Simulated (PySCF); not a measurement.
C₃H₅O (SMILES [CH2]C(C)=O), doublet (typed; the unrestricted solution is spin-contaminated), at a GFN2-xTB geometry. Base run: HF/6-31G* run with PySCF.

The PySCF input:
```python
from pyscf import gto, scf, solvent

mol = gto.Mole()
mol.atom = '''
    O     0.253309    0.185265    1.342228
    C     0.029683    0.074760    0.137911
    C    -0.050627    1.204155   -0.721500
    C    -0.176417   -1.273658   -0.516814
    H    -0.094675   -2.061920    0.225998
    H    -0.246583    1.097264   -1.773129
    H     0.086963    2.191279   -0.316161
    H     0.572085   -1.426964   -1.291670
    H    -1.160096   -1.313318   -0.980454
'''
mol.basis = '6-31g*'
mol.charge = 0
mol.spin = 1
mol.verbose = 3
mol.build()

mf = scf.UHF(mol)
mf.kernel()
```

Variants of this job, named by their change:

| change | ΔE vs base (kcal/mol) | dipole (D) |
|---|---|---|
| base | 0.000 | 2.89 |
| model = IEF-PCM; solvent = dimethylsulfoxide; vdw_scale = 1.0 | -9.04 | 4.47 |
| model = C-PCM; solvent = dimethylsulfoxide | -4.99 | 3.90 |
| model = IEF-PCM; solvent = dimethylsulfoxide; vdw_scale = 1.1 | -6.59 | 4.13 |
| model = COSMO; solvent = dimethylsulfoxide | -4.93 | 3.88 |
| model = IEF-PCM; solvent = dimethylsulfoxide; lebedev_order = 11 | -4.88 | 3.86 |
| model = SS(V)PE; solvent = dimethylsulfoxide | -4.88 | 3.86 |
| model = IEF-PCM; solvent = 2-propanol | -4.69 | 3.83 |
| model = IEF-PCM; solvent = dimethylsulfoxide; lebedev_order = 41 | -4.96 | 3.89 |
| model = IEF-PCM; solvent = dimethylsulfoxide; r_probe = 0.5 | -2.23 | 3.42 |
| model = IEF-PCM; solvent = dimethylsulfoxide | -4.95 | 3.88 |
| model = IEF-PCM; solvent = toluene | -2.30 | 3.33 |

The base is the gas phase, so ΔE is the electrostatic part of solvation at a fixed geometry, without cavity and dispersion terms.

Open shells are given as the SCF converged; they aren't shown to be the lowest states, and a large step between rows can be another state.
